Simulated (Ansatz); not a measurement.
The cluster Li4H4, relaxed as a singlet with RKS r2SCAN-D4/def2-TZVP in Ansatz, starting from the GFN1-xTB geometry. Force threshold 0.02 eV/Å.

The structure comes from a short search, and lower isomers may exist.

Start:

```xyz
8

Li   -0.480    1.273   -0.583
Li    0.762   -0.753   -1.019
Li   -1.158   -0.807    0.444
Li    0.877    0.288    1.160
H    -0.866    0.854    1.153
H     1.314    0.911   -0.502
H    -0.994   -0.324   -1.314
H     0.545   -1.442    0.660
```

**Question.** Estimate the energy that the relaxation releases and the steps that it takes.

**Answer.** 5.1 kJ/mol, in 3 steps; 5.5 s on 2 threads of Arm Neoverse V2 on a shared host. No frequencies were taken in this run, so the end may be a saddle point.

**Question.** Does the start keep its bonding and symmetry?

**Answer.** By distances, no bond broke or formed. The bond that changes most is Li1–H5, from 1.83 to 1.83 Å (atoms count from 1). Point group Td at the start, Td at the end, both within 0.05 Å.

**Question.** Predict the relaxed structure.

**Answer.** 
Cartesian coordinates in Å:
```
Li -0.4969 1.3189 -0.6043
Li 0.7907 -0.7807 -1.0568
Li -1.2005 -0.8355 0.4607
Li 0.9067 0.2973 1.2005
H -0.8439 0.8333 1.1280
H 1.2814 0.8918 -0.4917
H -0.9676 -0.3173 -1.2813
H 0.5302 -1.4077 0.6450
```
Bond lengths (bridged metal pairs left out): 12 × H–Li 1.83 Å.
